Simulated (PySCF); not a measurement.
PySCF input for 2-fluoropenta-1,4-diene (C5H7F), SMILES C=CCC(=C)F, PBE0/pcSseg-1. Geometry: PBE0-D3(BJ)/def2-SVP. One conformer was computed; it need not be the lowest.

```python
import numpy as np
from pyscf import gto, scf, dft
from pyscf.prop.nmr import rks as nmr

mol = gto.M(
    atom='''
    C     2.46924231    0.49375198    0.25815929
    C     1.40277393   -0.28493536    0.43234234
    C     0.04677841    0.20084884    0.85590020
    C    -1.01270689   -0.10300277   -0.15311149
    C    -2.08966277   -0.86849116    0.00129079
    F    -0.77744127    0.49131400   -1.32810865
    H     2.41701186    1.57610880    0.41469498
    H     3.43342760    0.08045129   -0.04837032
    H     1.48704656   -1.36456989    0.25683690
    H    -0.24497390   -0.26623977    1.81007889
    H     0.07946457    1.29197377    1.01753228
    H    -2.28239051   -1.35609702    0.95661290
    H    -2.79116475   -1.01248242   -0.82189461
    ''',
    basis='pcSseg-1',
    charge=0,
    spin=0,
    max_memory=1600,
    verbose=3,
)
mf = dft.RKS(mol, xc='pbe0')
mf.grids.level = 3
mf.conv_tol = 1e-10
mf.max_cycle = 100
mf.kernel()
n = nmr.NMR(mf)
n.verbose = 2
n.max_cycle_cphf = 60
sigma = n.kernel()
print('atom   isotropic/ppm   span/ppm')
for i, s in enumerate(sigma):
    w = np.linalg.eigvalsh((s + s.T) / 2)
    print(f'{mol.atom_symbol(i):2s}{i + 1:3d} {w.mean():14.3f} {w[2] - w[0]:11.3f}')
```

Output:

```
converged SCF energy = -294.170399790826
atom   isotropic/ppm   span/ppm
C   1         56.969     212.344
C   2         40.972     231.446
C   3        141.890      28.902
C   4         10.482     178.034
C   5         88.813     162.340
F   6        260.972     215.020
H   7         25.754       7.424
H   8         25.812       6.733
H   9         25.360       4.935
H  10         28.450       7.371
H  11         28.446       6.349
H  12         26.832       5.697
H  13         26.565       7.413
```

Self-consistency was reached.
